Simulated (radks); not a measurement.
Task: These are the eigenvalues of the occupied orbitals of an atom or ion with whole-number occupations (eV). All-electron calculation, non-relativistic Kohn-Sham, LDA (Slater exchange, Perdew-Wang correlation), spin-unpolarised, spherical densities, point nucleus. Program: a radial shooting solver on a logarithmic mesh with Libxc functionals.

| orbital | eigenvalue |
|---|---|
| 1s | -3953.321 |
| 2s | -445.0559 |
| 2p | -370.0475 |
| 3s | -78.6451 |
| 3p | -59.6912 |

Which element is it, and in what charge state? The configuration may be excited.

Result: Z = 20, calcium, charge +3: Ca3+ in [Ne] 3s2 3p5. The list shows which subshells hold electrons but not how many an open one holds; the 1s level, -145.28 hartree, gives Z - s = 17.0 by -(Z - s)^2/2, which with screening narrows Z to a few neighbours, and the depths of the outer levels then fix element, charge and occupations together.
